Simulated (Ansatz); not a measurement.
Program: Ansatz. Geometries: PBE0-D4/def2-TZVP. ΔE: electronic, gas phase. CBS: MP2 limit from def2 TZ/QZ plus the TZ coupled-cluster correction, frozen cores. This one scheme is used for every species. DFT in def2-TZVPP. For Ga, Se outer-core shells are correlated without core-valence functions, which leaves a few kJ/mol of doubt a bond. Scalar relativity is left out up to krypton.

Consider the ligand exchange at a Ga–Se bond: `[SiH3][Se][GaH2]` + H₂S → `[SH][GaH2]` + `[SiH3][SeH]`.

| level | ΔE (kcal/mol) |
| --- | --- |
| PBE0-D4 | 4.2 |
| r2SCANh-D4 | 3.8 |
| PBE-QIDH | 4.3 |
| SCS-MP2/def2-QZVPP | 4.5 |

Q: What does CCSD(T)/CBS give? (Estimate.)

A: Computed: +4.6 kcal/mol. The listed levels differ from it by -0.4, -0.8, -0.3, -0.1 kcal/mol.

Largest T1 diagnostic among the species: 0.013.

At CCSD(T), def2-SVP lies −1.3 kcal/mol from the extrapolated value and def2-TZVPP −0.2 kcal/mol. Leaving LDA and LC-ωPBE aside and taking each functional with its dispersion term where it has one, the values, not all of them listed here, spread over 2.4 kcal/mol, from B97M-V to BHLYP-D4. In def2-TZVPP, CCSD(T) changes the Hartree–Fock value by +0.8 kcal/mol (the triples alone add +0.1 kcal/mol) and MP2 by +1.3 kcal/mol.

CCSD(T)/CBS has its own doubt, a few kJ/mol and more with outer-core shells, so smaller differences from it don't rank the levels.
